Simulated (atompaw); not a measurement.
What one change does to a pseudopotential (Re (Z = 75), PAW (atompaw))

- Element: rhenium (Re)
- Generator: atompaw 4.2.0.5
- Type: PAW
- Functional: PBEsol
- Relativity: scalar-relativistic
- Frozen core: [Kr] 4d10 4f14 5s2
- Valence charge: 13
- Reference configuration: 5p6 5d5 6s2 6p0
- Partial waves: 6s (bound): rc 2.30 bohr; 6s channel at 1.65 Ry: rc 2.30 bohr; 5p (bound): rc 1.75 bohr; 6p (bound, empty): rc 1.95 bohr; 5d (bound): rc 2.30 bohr; 5d channel at 0.1 Ry: rc 1.70 bohr
- Local potential: bessel scheme, radius 2.20 bohr
- Core correction: smooth core density matched at 2.15 bohr
- Augmentation charge: besselshape compensation charge, radius 1.80 bohr; PAW radius 2.30 bohr; waves and projectors: custom polynom vanderbiltortho

All-electron outer shells of the reference configuration (PBEsol, scalar-relativistic, ld1.x):

| shell | level (eV) | outermost node (bohr) | outermost maximum (bohr) |
| --- | --- | --- | --- |
| 5s | -85.29 | 0.52 | 0.93 |
| 5p | -47.03 | 0.56 | 1.06 |
| 4f | -42.34 | – | 0.41 |
| 6s | -5.98 | 1.24 | 2.57 |
| 5d | -5.40 | 0.62 | 1.43 |
| 6p | -1.29 | 1.48 | 3.61 |

Change: wave 5d (bound): rc 2.30 bohr becomes 5d (bound): rc 1.18 bohr.

Cutoffs: the cutoffs (Ry, on a coarse ladder) from which the occupation-weighted sum of valence levels, in a spherical-Bessel basis at the reference potential, stays within 10 and 1 mRy of its value at 400 Ry; they do not see the model core or the augmentation charge, which bear on the density cutoff.

**Question.** What does the change do?

**Answer.** The potential gets harder (35 Ry and 45 Ry → 55 Ry and 100 Ry); both files keep a bound ghost (s).

```csv
quantity,base,changed
"cutoff, loose",35 Ry,55 Ry
"cutoff, tight",45 Ry,100 Ry
loose cutoff by channel (10 mRy a level),"s 8 Ry, p 21 Ry, d 15 Ry","s 8 Ry, p 21 Ry, d 25 Ry"
bound ghosts,s,s
s: phases at 2.31 bohr within 0.05 rad from the reference energy up to (Ry; the scan ends near 5),to the end of the scan,to the end of the scan
p: phases at 2.31 bohr within 0.05 rad from the reference energy up to (Ry; the scan ends near 5),to the end of the scan,to the end of the scan
d: phases at 2.31 bohr within 0.05 rad from the reference energy up to (Ry; the scan ends near 5),4.0,to the end of the scan
lowest overlap eigenvalue by channel,"s 0.20, p 0.52, d 0.09","s 0.20, p 0.52, d 0.36"
```

 A true bound ghost makes a file unfit for plane-wave use even where its test errors are small: the radial tests pick states by their node count and pass the ghost by. The cutoffs see the waves, projectors and local potential, not the compensation charge or the core.
